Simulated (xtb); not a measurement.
H₃BN, charge +2, quartet, geometry from GFN2-xTB of the parent state (a state made from the parent by changing its charge; the spin is typed, not shown lowest); xtb 6.7.1 with GFN2-xTB.

Here is a job for xtb.
```
$ xtb mol.xyz --gfn 2 --chrg 2 --uhf 3 --json

# file mol.xyz
5

B      0.72191147    -0.07271956     0.28604142
N     -0.47574358     0.04792259    -0.18850285
H      1.78645177    -0.17995280     0.70784191
H     -0.95409398     0.93158201    -0.39777808
H     -1.11171008    -0.72348951    -0.42075099
```

What the program printed (banner, timings and long lists left out):

```
   ID    Z sym.   atoms
    1    5 B      1
    2    7 N      2
    3    1 H      3-5

           -------------------------------------------------
          |                Calculation Setup                |
           -------------------------------------------------

           -------------------------------------------------
          |                 G F N 2 - x T B                 |
           -------------------------------------------------

          ...................................................
          :                      SETUP                      :
          :.................................................:
          :  # basis functions                  11          :
          :  # atomic orbitals                  11          :
          :  # shells                            7          :
          :  # electrons                         9          :
          :  max. iterations                   250          :
          :  Hamiltonian                  GFN2-xTB          :
          :  restarted?                      false          :
          :  GBSA solvation                  false          :
          :  PC potential                    false          :
          :  electronic temp.          300.0000000     K    :
          :  accuracy                    1.0000000          :
          :  -> integral cutoff          0.2500000E+02      :
          :  -> integral neglect         0.1000000E-07      :
          :  -> SCF convergence          0.1000000E-05 Eh   :
          :  -> wf. convergence          0.1000000E-03 e    :
          :  Broyden damping             0.4000000          :
          :  net charge                          2          :
          :  unpaired electrons                  3          :
          ...................................................

 iter      E             dE          RMSdq      gap      omega  full diag
   1     -3.3661697 -0.336617E+01  0.154E+01    2.56       0.0  T
   2     -3.9855259 -0.619356E+00  0.723E+00    1.13       1.0  T
   3     -4.1598652 -0.174339E+00  0.389E+00    1.17       1.0  T
   4     -4.1134910  0.463741E-01  0.315E+00    1.34       1.0  T
   5     -4.1741829 -0.606918E-01  0.110E+00    1.18       1.0  T
   6     -4.1778751 -0.369218E-02  0.589E-01    1.19       1.0  T
   7     -4.1796093 -0.173426E-02  0.119E-01    1.21       1.0  T
   8     -4.1796696 -0.603184E-04  0.365E-02    1.21       1.2  T
   9     -4.1796778 -0.810559E-05  0.698E-03    1.21       6.4  T
  10     -4.1796777  0.209720E-07  0.313E-03    1.21      14.3  T
  11     -4.1796778 -0.337971E-07  0.759E-04    1.21      58.9  T
  12     -4.1796778 -0.960183E-10  0.387E-04    1.21     115.6  T

   *** convergence criteria satisfied after 12 iterations ***

         :::::::::::::::::::::::::::::::::::::::::::::::::::::
         ::                     SUMMARY                     ::
         :::::::::::::::::::::::::::::::::::::::::::::::::::::
         :: total energy              -4.086999752595 Eh    ::
         :: gradient norm              0.159560178935 Eh/a0 ::
         :: HOMO-LUMO gap              1.211000779387 eV    ::
         ::.................................................::
         :: SCC energy                -4.179677759944 Eh    ::
         :: -> isotropic ES            0.548010290893 Eh    ::
         :: -> anisotropic ES         -0.035923323115 Eh    ::
         :: -> anisotropic XC          0.023852417297 Eh    ::
         :: -> dispersion             -0.000484580251 Eh    ::
         :: repulsion energy           0.092678007350 Eh    ::
         :: add. restraining           0.000000000000 Eh    ::
         :: total charge               2.000000000000 e     ::
         :::::::::::::::::::::::::::::::::::::::::::::::::::::

           -------------------------------------------------
          |                Property Printout                |
           -------------------------------------------------

    * Orbital Energies and Occupations

         #    Occupation            Energy/Eh            Energy/eV
      -------------------------------------------------------------
         1        2.0000           -1.2249046             -33.3314
         2        2.0000           -1.1308678             -30.7725
         3        1.9978           -1.1198124             -30.4716
         4        1.0022           -1.1081961             -30.1555
         5        1.0000           -1.0578894             -28.7866
         6        1.0000           -0.8616732             -23.4473 (HOMO)
         7                         -0.8171697             -22.2363 (LUMO)
         8                         -0.5329949             -14.5035
         9                         -0.3366104              -9.1596
        10                         -0.3060936              -8.3292
        11                          0.3304066               8.9908
      -------------------------------------------------------------
                  HL-Gap            0.0445035 Eh            1.2110 eV
             Fermi-level           -0.9767128 Eh          -26.5777 eV

     #   Z          covCN         q      C6AA      α(0)
     1   5 B        1.785     0.368    33.471    12.189
     2   7 N        2.559     0.200    17.957     6.293
     3   1 H        0.945     0.559     0.271     0.814
     4   1 H        0.859     0.436     0.419     1.014
     5   1 H        0.859     0.436     0.419     1.014

 Mol. C6AA /au·bohr⁶  :        137.523938
 Mol. C8AA /au·bohr⁸  :       3862.816554
 Mol. α(0) /au        :         21.324336

Wiberg/Mayer (AO) data.
largest (>0.10) Wiberg bond orders for each atom

 ---------------------------------------------------------------------------
     #   Z sym  total        # sym  WBO       # sym  WBO       # sym  WBO
 ---------------------------------------------------------------------------
     1   5 B    2.033 --     2 N    1.439     3 H    0.492
     2   7 N    2.957 --     1 B    1.439     4 H    0.747     5 H    0.747
     3   1 H    0.524 --     1 B    0.492
     4   1 H    0.805 --     2 N    0.747
     5   1 H    0.805 --     2 N    0.747
 ---------------------------------------------------------------------------

Topologies differ in total number of bonds
Writing topology from bond orders to xtbtopo.mol

molecular dipole:
                 x           y           z       tot (Debye)
 q only:        0.506      -0.051       0.201
   full:        0.764      -0.077       0.303       2.099
molecular quadrupole (traceless):
                xx          xy          yy          xz          yz          zz
 q only:        8.613      -1.288      -3.868       6.270      -0.587      -4.746
  q+dip:        9.927      -1.461      -4.197       7.347      -0.680      -5.730
   full:        9.328      -1.485      -5.189       6.327      -0.619      -4.140

           -------------------------------------------------
          | TOTAL ENERGY               -4.086999752595 Eh   |
          | GRADIENT NORM               0.159560178935 Eh/α |
          | HOMO-LUMO GAP               1.211000779387 eV   |
           -------------------------------------------------

normal termination of xtb
```
